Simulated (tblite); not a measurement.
C5H7ClO3Si.
Atom-mapped SMILES: `[CH3:1][SiH2:2]/[CH:3]=[C:4](\[Cl:5])[C:6](=[O:7])[O:8][CH:9]=[O:10]` (hydrogens: H11, H12, H13 on C1; H14, H15 on Si2; H16 on C3; H17 on C9)

The geometry is computed with GFN2-xTB (gas phase).

Task: What internal coordinates does the optimisation give?

Result: 
```csv
bond,length (bohr),order
C1–Si2,3.586,single
Si2–C3,3.577,single
C3=C4,2.518,double
C4–Cl5,3.254,single
C4–C6,2.798,single
C6=O7,2.256,double
C6–O8,2.608,single
O8–C9,2.557,single
C9=O10,2.235,double
"C1–H11, C1–H12, C1–H13",2.053,single
"Si2–H14, Si2–H15",2.769,single
C3–H16,2.043,single
C9–H17,2.087,single
```

Bonds in one row agree within 0.02 bohr and their mean is given. Orders are formal, as drawn. A selection of angles:
```csv
angle,degrees
C1–Si2–C3,107.3
Si2–C3–C4,124.5
C3–C4–Cl5,121.7
C3–C4–C6,121.7
Cl5–C4–C6,116.6
C4–C6–O7,124.2
C4–C6–O8,111.1
O7–C6–O8,124.7
C6–O8–C9,123.2
O8–C9–O10,128.3
```

Dihedral angles: C1–Si2–C3–C4 74° (synclinal); Si2–C3–C4–Cl5 0° (synperiplanar); C3–C4–C6–O7 3° (synperiplanar); C4–C6–O8–C9 179° (antiperiplanar); C6–O8–C9–O10 0° (synperiplanar). The mirror-image conformer, all signs reversed, is as good.

The 2 C–C bonds span 1.333 Å (C3=C4, drawn double) to 1.481 Å (C4–C6, drawn single), a spread of 0.148 Å. Of the pairs four or more bonds apart, O7···O10 is among the closest relative to their van der Waals radii: 2.74 Å, 90 % of the sum of Bondi's values. Si2 (SiH2 silicon) is tetrahedral (angles from 106.2° to 111.8°). The C–O distances run from 1.183 Å (C9=O10, drawn double) to 1.380 Å (C6–O8, drawn single), a spread of 0.197 Å.

Point group: C1 (no symmetry element, even within 0.4 Å). Its lowest GFN2-xTB frequency is 5i cm⁻¹, too small to tell a flat minimum from a shallow saddle. The numbers are those of one conformer.

Time: 0.98 s. Hardware: Arm Neoverse N1, one thread, no GPU (shared host). This is the geometry optimisation.
